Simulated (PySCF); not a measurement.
CH6AlBN (calculated)

All values are calculated (PySCF 2.14.0). Calculation on a computer-drawn molecule: the log of a Hartree-Fock and frozen-core CCSD(T) single point meant for a local Hartree-Fock minimum, with one planted fault or none, to be diagnosed. Offsets are logged minus clean, where the clean run is the same molecule without the fault. The reference is restricted for singlets and unrestricted otherwise, and also for a bond in bohr or an excited solution. Adding or removing an electron swaps singlet and doublet. The excited solution moves the top pair (singlet) or top alpha electron (doublet) to the lowest empty orbital. Highest occupied and lowest empty are orbital energies over both spins, largest force is the largest gradient component, triples share is (T) over the correlation energy, the T1 limit is 0.02 restricted and 0.045 unrestricted, electrons count all cores, a negative frequency is imaginary (commonest isotopes), and the dipole is about the centre of nuclear charge.

```xyz
10
formula=CH6AlBN meant_charge=1 meant_multiplicity=1 meant_basis=cc-pV(D+d)Z logged_electrons=36 logged_basis_functions=95 logged_SCF_converged=yes logged_spin_squared=0 logged_highest_occupied=-16.104 logged_lowest_empty=-2.8956 logged_largest_force=2.666e-05 logged_lowest_frequency=82.816 logged_T1_diagnostic=0.013856 logged_D1_diagnostic=0.038389 logged_triples_share=0.028641 logged_CC_converged=yes logged_dipole_magnitude=4.0491 logged_SCF_stable_within_its_kind=yes logged_energy_HF=-362.2193 logged_energy_CCSD(T)=-362.71404 possible_faults=no_fault,one_electron_removed,one_electron_added,multiplicity_raised_by_two,geometry_at_a_saddle_point,SCF_held_on_an_excited_solution,minimal_basis_STO-3G,one_bond_length_entered_in_bohr,all_coordinates_scaled planted_fault=no_fault HF_energy_offset_from_clean_run=0 CCSD(T)_energy_offset_from_clean_run=0
N     -1.6500     1.6996     1.7111
B     -1.1924     0.4626     1.5365
C     -0.7591    -0.9269     1.3886
Al    -2.0555    -2.2699     2.2762
H     -2.5040     1.9011     2.2045
H     -1.1709     2.5129     1.3614
H     -0.7215    -1.2430     0.3401
H      0.2028    -1.1187     1.8770
H     -1.5990    -3.7507     2.1318
H     -3.3076    -1.6340     2.9668
```

Units: logged_highest_occupied, logged_lowest_empty in eV; logged_largest_force in hartree/bohr; logged_lowest_frequency in cm⁻¹; logged_dipole_magnitude in debye; logged_energy_HF, logged_energy_CCSD(T) in hartree; HF_energy_offset_from_clean_run, CCSD(T)_energy_offset_from_clean_run in kcal/mol.

Drawn bonds:
```csv
atom,other atom,order
1,2,1
2,3,1
3,4,1
1,5,1
1,6,1
3,7,1
3,8,1
4,9,1
4,10,1
```
